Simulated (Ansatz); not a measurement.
NaSn6⁻. The state is a singlet with charge -1. Geometry r2SCAN-D4/def2-SVPD; atoms count from 1.

Cartesian coordinates in Å:
```
Na -2.191 -0.554 0.918
Sn 0.008 -2.432 -0.631
Sn 1.959 0.022 -0.625
Sn 0.802 -1.385 1.926
Sn 0.216 1.484 1.393
Sn -0.812 0.146 -1.861
Sn 0.018 2.720 -1.120
```

In the def2 sets Sn takes a core potential; there is no spin–orbit coupling. The restricted singlet is unstable towards broken spin symmetry in Hartree–Fock (as tested in another run); at PBE0-D4/def2-TZVPD this wasn't settled. Another isomer (singlet) lies 0.34 eV lower at PBE0-D4/def2-TZVPD; other spin states weren't run for this one.

Question: Estimate the Mulliken populations from the PBE0/def2-TZVPD orbitals of Ansatz.

Answer: 
```
atom  charge (e)
 Na1        0.01
 Sn2       -0.24
 Sn3       -0.20
 Sn4       -0.24
 Sn5       -0.07
 Sn6       -0.06
 Sn7       -0.20
```
Mulliken values and Mayer orders depend strongly on the basis. With diffuse functions, as here, like atoms can get unlike values, and bond orders can come out too low or too high.

Question: And the Mayer bond orders between bonded heavy atoms (over 0.3)?

Answer: Na1–Sn4 0.30 (3.27 Å); Sn2–Sn3 0.50 (3.13 Å); Sn2–Sn4 0.96 (2.88 Å); Sn2–Sn6 0.54 (2.97 Å); Sn3–Sn4 0.50 (3.13 Å); Sn3–Sn5 0.52 (3.04 Å); Sn3–Sn6 0.52 (3.04 Å); Sn3–Sn7 0.41 (3.36 Å); Sn4–Sn5 0.54 (2.98 Å); Sn5–Sn7 0.90 (2.81 Å); Sn6–Sn7 0.91 (2.80 Å). Values over 0.3 also appear between atoms too far apart for a bond (Sn5–Sn6 0.45 at 3.67 Å); they arise where an orbital or an unpaired electron spreads over both atoms.
